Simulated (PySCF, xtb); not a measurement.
AlH7O2Si2, SMILES [OH][Al]([OH])[SiH2][SiH3].

GFN2-xTB (xtb) at its own geometry gives an orbital gap of 3.42 eV and a dipole moment of 1.13 D.

The structure is a stationary point at B3LYP-D3(BJ)/def2-SVP. The structure was generated by enumeration; whether it is a known compound was not checked. Other conformers were not sampled.

Task: What does B3LYP/def2-TZVP (PySCF) give? (An estimate is asked for; the answer gives what the named calculation found.)

Result: gap 6.46 eV (levels -7.54 and -1.08 eV), dipole 2.48 D.
